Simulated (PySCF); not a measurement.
`N#C[C@H]1CO[C@@H](F)O1`, C4H4FNO2

Geometry:
```
atom   x (Å)   y (Å)   z (Å)
  N1  -1.363   1.831   1.846
  C2  -0.844   0.908   1.421
  C3  -0.188  -0.264   0.864
  C4  -0.785  -0.646  -0.519
  O5   0.353  -0.678  -1.367
  C6   1.283   0.123  -0.780
  F7   1.036   1.443  -1.126
  O8   1.187  -0.013   0.574
  H9  -0.230  -1.081   1.594
 H10  -1.246  -1.633  -0.534
 H11  -1.497   0.112  -0.865
 H12   2.294  -0.103  -1.133
```

Theory: PySCF 2.14.0, TDDFT CAM-B3LYP/def2-SVPD circular dichroism and optical rotation, one conformer, gas phase. Geometry: GFN2-xTB.

Draw the ECD and absorption spectra from the lowest 16 states, each a Gaussian of half-width 0.2 eV at 1/e height.


| E (eV) | λ (nm) | Δε (L mol⁻¹ cm⁻¹) | ε (L mol⁻¹ cm⁻¹) |
| --- | --- | --- | --- |
| 6.90 | 180 | +0.01 | 0.375 |
| 7.00 | 177 | +0.09 | 3.56 |
| 7.10 | 175 | +0.52 | 20.5 |
| 7.20 | 172 | +1.81 | 71.5 |
| 7.30 | 170 | +3.82 | 152 |
| 7.40 | 167 | +4.86 | 198 |
| 7.50 | 165 | +3.47 | 174 |
| 7.60 | 163 | +0.38 | 168 |
| 7.70 | 161 | -2.97 | 282 |
| 7.80 | 159 | -5.18 | 498 |
| 7.90 | 157 | -5.06 | 702 |
| 8.00 | 155 | -3.41 | 772 |
| 8.10 | 153 | -1.94 | 656 |
| 8.20 | 151 | -0.67 | 464 |
| 8.30 | 149 | +1.35 | 318 |
| 8.40 | 148 | +3.75 | 222 |
| 8.50 | 146 | +5.66 | 162 |
| 8.60 | 144 | +7.40 | 151 |
| 8.70 | 142 | +8.31 | 177 |
| 8.80 | 141 | +7.61 | 291 |
| 8.90 | 139 | +7.43 | 692 |
| 9.00 | 138 | +8.30 | 1550 |
| 9.10 | 136 | +8.45 | 2720 |
| 9.20 | 135 | +14.14 | 3800 |
| 9.30 | 133 | +34.76 | 4500 |
| 9.40 | 132 | +58.12 | 4930 |
| 9.50 | 130 | +58.31 | 5190 |
| 9.60 | 129 | +38.96 | 5310 |
| 9.70 | 128 | +26.64 | 5590 |

Δε uses R in velocity form, ε uses f in length form. Only the states computed contribute, so the short-wavelength end is incomplete.
